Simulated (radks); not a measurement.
Ag21+, configuration [Ar] 3d8 (the NIST ground configuration).

All-electron calculation, Dirac Kohn-Sham, LB94 model potential, spin-unpolarised, spherical densities, finite nucleus; open shells fill j = l - 1/2 first; Fermi nuclear charge, rms radius 4.5454 fm. Program: a radial shooting solver on a logarithmic mesh with Libxc functionals.

Energy parts (hartree):
part                    energy
kinetic             5358.95362
electron-nucleus  -11706.07588
Hartree             1371.58631
(The LB94 potential has no energy functional, so no total or exchange-correlation energy is given.)

Orbitals (lengths in bohr, moments of r in powers of bohr; r(max) is where P^2 peaks; r(90%) holds 90 % of the orbital's charge):
orbital  occ.  eigenvalue (hartree)      <r>   r(max)  r(90%)  small-component weight
1s1/2       2             -961.0304  0.03106  0.02015  0.0557                2.97e-02
2s1/2       2             -163.6002   0.1339   0.1139   0.207                6.25e-03
2p1/2       2             -154.1535   0.1134  0.08790   0.186                6.28e-03
2p3/2       4             -147.6030   0.1185  0.09218   0.192                6.03e-03
3s1/2       2             -48.81478   0.3584   0.3277   0.526                1.85e-03
3p1/2       2             -45.06447   0.3476   0.3129   0.521                1.81e-03
3p3/2       4             -43.82668   0.3575   0.3224   0.535                1.75e-03
3d3/2       4             -37.32834   0.3238   0.2616   0.507                1.66e-03
3d5/2       4             -37.06501   0.3268   0.2643   0.511                1.64e-03
4s1/2       0             -22.80169   0.7366   0.7219    1.04                7.61e-04
4p1/2       0             -21.36254   0.7438   0.7279    1.06                7.36e-04
4p3/2       0             -20.98072   0.7576   0.7429    1.08                7.20e-04

The highest occupied level is 3d5/2 at -1008.6 eV. The density falls to 0.001 e/bohr^3 at r = 1.11 bohr.
